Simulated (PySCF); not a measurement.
Gas-phase reaction: 2 SnH4 + 3 O2 → 2 Sn(OH)2 + 2 H2O

Computed with PySCF (xtb for GFN2) and rigid-rotor harmonic-oscillator thermochemistry at 1 bar. † marks an energy on the PBE0/def2-TZVP geometry and frequencies; other levels use their own. MP2 and CCSD(T) freeze the core. Open shells (unrestricted): O2 (multiplicity 3); the rest are closed-shell singlets. GFN2 has no spin-polarisation term. Sn: scalar-relativistic def2 core potential, no spin-orbit coupling. Sn(OH)2: computed as isolated molecules; such fragments, hydroxides, amides, oligomers or adducts are transient or little studied in the gas. MP2 isn't extrapolated to the basis-set limit; its ΔH°(298 K) is -1361.5 kJ in def2-SVP and -1612.5 kJ in def2-TZVPP. CCSD(T) isn't extrapolated to the basis-set limit; its ΔH°(298 K) is -1292.0 kJ in def2-SVP and -1490.2 kJ in def2-TZVPP. The harmonic model lacks anharmonicity and excited electronic states, which grow with temperature; levels with a mode under 35 cm⁻¹ are left out. Internal rotation in Sn(OH)2 is treated as a harmonic vibration of one conformer, which makes the entropy rough.

```json
[
 {"level": "CCSD(T)/def2-SVP†", "ΔE electronic, kJ": "-1372", "ΔH°(298 K), kJ": "-1292", "ΔS°(298 K), J/K": "-105", "ΔG°(1200 K), kJ": "-1172"},
 {"level": "CCSD(T)/def2-TZVPP†", "ΔE electronic, kJ": "-1571", "ΔH°(298 K), kJ": "-1490", "ΔS°(298 K), J/K": "-105", "ΔG°(1200 K), kJ": "-1370"},
 {"level": "GFN2-xTB", "ΔE electronic, kJ": "-2276", "ΔH°(298 K), kJ": "-2209", "ΔS°(298 K), J/K": "-82", "ΔG°(1200 K), kJ": "-2122"},
 {"level": "M06-2X/def2-TZVP†", "ΔE electronic, kJ": "-1632", "ΔH°(298 K), kJ": "-1552", "ΔS°(298 K), J/K": "-105", "ΔG°(1200 K), kJ": "-1432"},
 {"level": "MP2/def2-SVP†", "ΔE electronic, kJ": "-1442", "ΔH°(298 K), kJ": "-1362", "ΔS°(298 K), J/K": "-105", "ΔG°(1200 K), kJ": "-1241"},
 {"level": "PBE/def2-TZVP†", "ΔE electronic, kJ": "-1478", "ΔH°(298 K), kJ": "-1397", "ΔS°(298 K), J/K": "-105", "ΔG°(1200 K), kJ": "-1277"},
 {"level": "PBE0/def2-SVP†", "ΔE electronic, kJ": "-1348", "ΔH°(298 K), kJ": "-1268", "ΔS°(298 K), J/K": "-105", "ΔG°(1200 K), kJ": "-1148"},
 {"level": "PBE0/def2-TZVP", "ΔE electronic, kJ": "-1477", "ΔH°(298 K), kJ": "-1397", "ΔS°(298 K), J/K": "-105", "ΔG°(1200 K), kJ": "-1277"},
 {"level": "ωB97M-V/def2-TZVP†", "ΔE electronic, kJ": "-1543", "ΔH°(298 K), kJ": "-1462", "ΔS°(298 K), J/K": "-105", "ΔG°(1200 K), kJ": "-1342"},
 {"level": "ωB97X-V/def2-TZVP†", "ΔE electronic, kJ": "-1467", "ΔH°(298 K), kJ": "-1386", "ΔS°(298 K), J/K": "-105", "ΔG°(1200 K), kJ": "-1266"}
]
```
ΔH° is lowest at GFN2-xTB and highest at PBE0/def2-SVP†. No reference value is set beside these.
